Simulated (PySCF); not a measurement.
Compound: BiH2Ph, C₆H₇Bi.
Structure used (PBE0-D3(BJ)/def2-SVP), in Å, numbered top down from 1:
```
atom  x, y, z in Å
Bi1    1.241    2.219    1.684
H2     2.709    2.231    0.644
H3     0.498    3.472    0.631
C4     0.292    0.526    0.520
C5     0.165    0.549   -0.873
C6    -0.431   -0.520   -1.542
C7    -0.905   -1.620   -0.827
C8    -0.783   -1.649    0.560
C9    -0.187   -0.578    1.231
H10    0.532    1.403   -1.448
H11   -0.525   -0.494   -2.631
H12   -1.372   -2.456   -1.354
H13   -1.153   -2.507    1.127
H14   -0.101   -0.618    2.321
```

Level of theory: PySCF 2.14.0, PBE0-D3(BJ)/def2-SVP geometry optimisation, gas phase, def2 core potentials past Kr.

Problem. Which atoms are bound to Bi1, and at what distances?

Solution. 3 atoms: H3 1.798 Å, H2 1.799 Å, C4 2.263 Å. The nearest atom not counted as bound is C9, at 3.17 Å.

Problem. List the angles at Bi1.

Solution. 
```tsv
angle	degrees	distance of the outer atoms (Å)
H2–Bi1–C4	92.9	2.96
H3–Bi1–C4	92.7	2.96
H2–Bi1–H3	89.6	2.54
```

Problem. What is the shape at Bi1?

Solution. Pyramidal: angles 92.9°, 92.7° and 89.6°, sum 275.2°, 1.08 Å off the plane of its three neighbours.

Problem. What are the other bond lengths?

Solution. C4–C5, C4–C9 1.399 Å; C5–C6, C8–C9 1.396 Å; C5–H10, C9–H14 1.094 Å; C6–C7, C7–C8 1.394 Å; C6–H11, C8–H13 1.093 Å; C7–H12 1.093 Å.

Problem. Give some angles away from the centre.

Solution. Bi1–C4–C5 122.6°, Bi1–C4–C9 118.2°, C5–C4–C9 119.2°, C4–C5–C6 120.3°, C5–C6–C7 120.3°, C6–C7–C8 119.8°.

Problem. What are the rotational constants (commonest isotopes, rigid rotor)?

Solution. A = 5316, B = 588.6, C = 533.6 MHz: a near-prolate asymmetric top.

Point group: near Cs, missed by 0.30 Å at most; the miss may be what the optimiser left on a soft mode. Charge 0, singlet. No PBE0-D3(BJ)/def2-SVP frequencies stand behind this structure, so it isn't proved a minimum.

One conformer stands for the species.
